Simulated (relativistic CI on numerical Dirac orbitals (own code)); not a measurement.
## The 3d ions of charge 4+

Method of calculation: Dirac-Coulomb-Breit CI, orbitals from a KLI potential per configuration, QED by a radiative potential, unscaled Slater integrals (own radial code, finite nucleus).

Each species is treated in one configuration, given outside its closed core, with all valence electrons in the open shell. Radial values are for the open shell of highest l, unscaled and averaged over j; ζ includes the Breit term. Labels give the leading LS character, summed over repeated terms.

| Ion | Configuration | Its lowest level | LS weight (%) | g_J | g√(J(J+1)) | ⟨r⟩ (bohr) | ⟨r²⟩ (bohr²) | Next level | E (cm⁻¹) |
| --- | --- | --- | --- | --- | --- | --- | --- | --- | --- |
| V4+ | 3d | 2D_3/2 | 100 | 0.799 | 1.55 | 1.078 | 1.409 | 2D_5/2 | 590.19 |
| Cr4+ | 3d2 | 3F_2 | 100 | 0.666 | 1.63 | 1.017 | 1.26 | 3F_3 | 482.46 |
| Mn4+ | 3d3 | 4F_3/2 | 100 | 0.399 | 0.77 | 0.9638 | 1.135 | 4F_5/2 | 341.04 |
| Fe4+ | 3d4 | 5D_0 | 100 |  | 0.00 | 0.9162 | 1.029 | 5D_1 | 136.77 |
| Co4+ | 3d5 | 6S_5/2 | 100 | 2.001 | 5.92 | 0.8734 | 0.9388 | 4G_11/2 | 41706 |
| Ni4+ | 3d6 | 5D_4 | 100 | 1.500 | 6.71 | 0.8348 | 0.8603 | 5D_3 | 867.13 |
| Cu4+ | 3d7 | 4F_9/2 | 100 | 1.333 | 6.63 | 0.7996 | 0.7918 | 4F_7/2 | 1577.7 |
| Zn4+ | 3d8 | ? | ? | ? | ? | ? | ? | ? | ? |

(1) Fill in the row of Zn4+.

## Answers

(1) Its lowest level 3F_4; LS weight (%) 100; g_J 1.250; g√(J(J+1)) 5.59; ⟨r⟩ (bohr) 0.7675; ⟨r²⟩ (bohr²) 0.7317; Next level 3F_3; E (cm⁻¹) 2418.
